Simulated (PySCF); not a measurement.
HO3W, SMILES [O]=[W+](=[O])[OH], charge +1, multiplicity 1. Coordinates come from a PBE-D3(BJ)/def2-SVP optimisation. The multiplicity is an assumed one; other spin states were not compared. The isomer is the one that the SMILES or the coordinates give; other isomers of the formula were not compared. The def2 effective core potentials stand for the cores of W; spin–orbit coupling is left out. One conformer was computed; it need not be the lowest.

### Question
Give the equilibrium geometry at PBE-D3(BJ)/def2-SVP (PySCF confirms it by a frequency run) as bond lengths and angles, and its point group. (The exact figures need the calculation; the answer reports its results.)

### Answer
Several could match; the one computed here: point group Cs.
Atoms: W1 O2 O3 O4 H5. Bonds (Å): W1–O2 1.698, W1–O3 1.698, W1–O4 1.828, O4–H5 0.984. Angles (°): O2–W1–O3 102.5, O2–W1–O4 105.0, O3–W1–O4 105.0, W1–O4–H5 142.9.
Charge +1, spin multiplicity 1.
